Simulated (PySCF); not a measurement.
1-fluoro-1-methylcyclopropane (C₄H₇F), SMILES CC1(F)CC1.

Geometry: PBE-D3(BJ)/def2-SVP.

These are PBE/def2-TZVP run with PySCF values and carry that method's errors.

Symmetry labels are those of the subgroup Cs that the program uses (full group Cs).

Computed valence orbital energies around the gap with their symmetry:
| orbital | symmetry | energy (eV) |
|---|---|---|
| HOMO−7 | A" | -10.77 |
| HOMO−6 | A' | -10.22 |
| HOMO−5 | A' | -9.76 |
| HOMO−4 | A" | -9.55 |
| HOMO−3 | A' | -8.81 |
| HOMO−2 | A" | -8.74 |
| HOMO−1 | A' | -7.13 |
| HOMO | A" | -6.42 |
| LUMO | A' | 0.45 |
| LUMO+1 | A' | 0.98 |
| LUMO+2 | A" | 1.45 |
| LUMO+3 | A' | 1.49 |
